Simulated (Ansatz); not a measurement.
Total energies of GaCl₃ from Ansatz at r2SCAN-D4/def2-TZVP, gas phase (1 Eh = 27.2114 eV = 2625.5 kJ/mol). The reference geometry is relaxed at PBE0-D4/def2-SVP.

```tsv
state	geometry	energy (Eh)
charge 0 singlet	reference	-3305.56855
charge 1 doublet	reference	-3305.15714
free Ga atom (doublet)	–	-1924.78964
free Cl atom (doublet)	–	-460.11688
```

(1) Work out the vertical ionisation energy to the doublet.

(2) What is the binding energy per atom against free atoms?

(1) E(charge 1 doublet) − E(charge 0 singlet) = -3305.15714 − (-3305.56855) = 0.41141 Eh = 11.20 eV. For comparison, −ε of the highest occupied level is 8.40 eV at this level, 2.80 eV less.

(2) Atoms: 1 × (-1924.78964) + 3 × (-460.11688) = -3305.14028 Eh. Binding: -3305.14028 − (-3305.56855) = 0.42827 Eh = 11.65 eV, or 2.91 eV for each of 4 atoms (no zero-point energy, no counterpoise term).
